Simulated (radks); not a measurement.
Spherical jellium clusters: N electrons in a uniform positive sphere of charge N and radius rs N^(1/3), rs = 5.85 bohr. Calculated with a radial shooting solver with Libxc functionals: non-relativistic Kohn-Sham, PBEsol, spin-polarised, spherical densities. Levels are named by radial order and angular momentum (1s, 1p, 1d, 2s, ...), and open shells are averaged over m.

N = 2, configuration 1s2. This is the lowest configuration that the search found. Occupied and some empty levels:

| level | occupation | eigenvalue (eV) | <r> (bohr) |
|---|---|---|---|
| 1s | 2 | -2.3414 | 5.513 |
| 1p | 0 | -1.1959 | 7.317 |

Energy (eV): total -3.18802, kinetic 1.7466, external -17.600, Hartree 8.8852, exchange-correlation -5.0800, background 8.8606.

Electron density:

| r (bohr) | n(r) (e/bohr^3) |
|---|---|
| 0.238 | 0.002591 |
| 1.14 | 0.002512 |
| 2.04 | 0.002328 |
| 2.93 | 0.002043 |
| 3.83 | 0.001677 |
| 4.73 | 0.001271 |
| 5.63 | 0.0008794 |
| 6.53 | 0.0005490 |
| 7.43 | 0.0003079 |
| 8.32 | 0.0001574 |
| 9.22 | 0.00007594 |
| 10.1 | 0.00003564 |
| 11.0 | 0.00001640 |
| 11.9 | 7.449e-06 |
